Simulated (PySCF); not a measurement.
Isomers of C7H14.

All values: CAM-B3LYP/def2-SVPD (PySCF) at PBE0-D3(BJ)/def2-SVP geometries, gas phase, one conformer each. Core orbitals are frozen in the response; Δα² is half the sum of the squared differences of the principal polarisabilities.

Question: Rank by HOMO energy, lowest first.
A. `CC(C)(C)C1CC1`
B. `[CH3:1][CH2:2][CH:3]1[CH2:4][CH2:5][CH2:6][CH2:7]1` with C1–C2–C3–C4 174°, C2–C3–C4–C5 158°, C3–C4–C5–C6 -42°, C4–C5–C6–C7 36°, C5–C6–C7–C3 -17°
C. `[CH3:1][CH:2]([CH3:3])[CH:4]1[CH2:5][CH2:6][CH2:7]1` with C1–C2–C4–C5 171°, C2–C4–C5–C6 -142°, C4–C5–C6–C7 19°, C5–C6–C7–C4 -19°, C2–C4–C7–C6 142°

Answer: B (-9.97 eV), C (-9.61 eV), A (-9.30 eV).

Question: Rank by HOMO–LUMO gap, highest first.
A. `CC(C)(C)C1CC1`
B. `[CH3:1][CH:2]1[CH2:3][CH2:4][CH2:5][CH2:6][CH2:7]1` with C1–C2–C3–C4 179°, C2–C3–C4–C5 -55°, C3–C4–C5–C6 55°, C4–C5–C6–C7 -55° (methylcyclohexane)
C. `[CH3:1][CH2:2][CH:3]1[CH2:4][CH2:5][CH2:6][CH2:7]1` with C1–C2–C3–C4 174°, C2–C3–C4–C5 158°, C3–C4–C5–C6 -42°, C4–C5–C6–C7 36°, C5–C6–C7–C3 -17° (ethylcyclopentane)

Answer: C (11.40 eV), B (11.12 eV), A (10.68 eV).

All values together:

```
       SMILES  μ (D)  HOMO (eV)  LUMO (eV)  α (Å³)  Δα (Å³)  ΔSCF removal energy (eV)
    CCC1CCCC1   0.07      -9.97       1.43   12.16     2.57                         –
    CCCCC1CC1   0.12      -9.26       1.51   12.47     3.48                     10.01
  CC(C)C1CCC1   0.02      -9.61       1.48   12.28     2.51                     10.24
CC(C)(C)C1CC1   0.07      -9.30       1.38   12.23     1.44                      9.99
    CC1CCCCC1   0.12      -9.65       1.47   12.16     2.18                     10.37
```

Conformers: `[CH3:1][CH2:2][CH:3]1[CH2:4][CH2:5][CH2:6][CH2:7]1` with C1–C2–C3–C4 174°, C2–C3–C4–C5 158°, C3–C4–C5–C6 -42°, C4–C5–C6–C7 36°, C5–C6–C7–C3 -17°; `[CH3:1][CH2:2][CH2:3][CH2:4][CH:5]1[CH2:6][CH2:7]1` with C1–C2–C3–C4 180°, C2–C3–C4–C5 179°, C3–C4–C5–C6 -84°; `[CH3:1][CH:2]([CH3:3])[CH:4]1[CH2:5][CH2:6][CH2:7]1` with C1–C2–C4–C5 171°, C2–C4–C5–C6 -142°, C4–C5–C6–C7 19°, C5–C6–C7–C4 -19°, C2–C4–C7–C6 142°; `[CH3:1][CH:2]1[CH2:3][CH2:4][CH2:5][CH2:6][CH2:7]1` with C1–C2–C3–C4 179°, C2–C3–C4–C5 -55°, C3–C4–C5–C6 55°, C4–C5–C6–C7 -55°.

A dash marks a removal energy that wasn't run or isn't settled.
